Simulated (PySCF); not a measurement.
**Excitation energy of Br⁺ by level of theory**

Br⁺ [Ar] 3d10 4s2 4p4 (3P) → Br⁺ [Ar] 3d10 4s2 4p3 4d1 (5D), as a difference of total energies. All numbers are calculated (PySCF 2.14, a scalar-relativistic core potential, in aug-cc-pwCVDZ-PP with ECP10MDF (6s5p4d1f, 48 functions)). Correlated levels: valence: 3s2 3p6 3d10 frozen; valence and next inner shell: nothing frozen outside the core potential. The calculations carry no spin-orbit coupling.

| method | excitation energy (cm⁻¹) | error (cm⁻¹) |
| --- | --- | --- |
| UHF | 99581 | -3033 |
| LDA | 104350 | +1733 |
| PBE | 101720 | -898 |
| PBE0 | 102540 | -74 |
| r2SCAN | 104290 | +1675 |
| M06-L | 103100 | +488 |
| B3LYP | 105050 | +2433 |
| M06 | 104190 | +1574 |
| BLYP | 104310 | +1700 |
| MP2 (valence) | 104250 | +1635 |
| SCS-MP2 (valence) | 104510 | +1895 |
| MP2 (valence and next inner shell) | 105840 | +3224 |
| SCS-MP2 (valence and next inner shell) | 105660 | +3042 |

Reference: 102610 cm⁻¹ (measured; NIST levels, between the centres of gravity of the two terms).

Errors of the correlated levels include the incompleteness of this basis and the frozen core.

The promoted electron is Rydberg-like, and one or two diffuse shells describe it only roughly, which tends to raise the upper state.
